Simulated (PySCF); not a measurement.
# Correlation energy of In (indium, neutral)

[Kr] 4d10 5s2 5p1, 2P determinant. All numbers are calculated (PySCF 2.14, scalar relativity through the core potential, in cc-pVTZ-PP with ECP28MDF). Frozen: 4s2 4p6 4d10; 3 electrons correlated.

MP2 pair energies summed by pair of shells (mhartree):

| pair | energy | share (%) |
| --- | --- | --- |
| 5s-5s | -17.59 | 58.8 |
| 5s-5p | -12.31 | 41.2 |

Total MP2 correlation energy: -29.91 mhartree.

Same-spin part -2.22 and opposite-spin part -27.68 mhartree; SCS-MP2 scales them by 1/3 and 6/5 to -33.96 mhartree.

| level | correlation energy (mhartree) |
| --- | --- |
| CCSD | -41.45 |
| (T) | -0.75 |
| CCSD(T) | -42.20 |

Diagnostics: T1 = 0.013, D1 = 0.0311, largest double amplitude 0.082.

Question: Is a single reference adequate?

Answer: Mostly. T1 lies below 0.03, but a double amplitude of this size points to a near-degeneracy that CCSD handles and MP2 describes poorly.
